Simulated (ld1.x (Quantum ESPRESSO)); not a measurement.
# LDA (PZ) TM dataset for O, non-relativistic all-electron reference.

ld1.x (Quantum ESPRESSO) 7.5 input, shortened:

```
&input
   title='O', zed=8., rel=0, dft='PZ', iswitch=3,
   config='[He] 2s1.5 2p4.5'
 /
 &inputp
   pseudotype=2, tm=.true., lloc=1,
   nlcc=.false.
 /
2
2S  1  0   1.50   0.00  0.95  0.95  0.0
2P  2  1   4.50   0.00  1.35  1.35  0.0
 &test
   configts(1)='2s1.5 2p4.5'
 /
```

* Cutoffs needed: 80 Ry and 160 Ry (the cutoffs (Ry, on a coarse ladder) from which the occupation-weighted sum of valence levels, in a spherical-Bessel basis at the reference potential, stays within 10 and 1 mRy of its value at 400 Ry)
* Ghost test: no extra level below or beside the all-electron valence levels (s, p, d, f tested) (spherical-Bessel basis up to 400 Ry, 20 bohr box)
* Largest excitation error: +1857 meV (all-electron minus pseudo) for 2s2 2p0, out of 7 test configurations
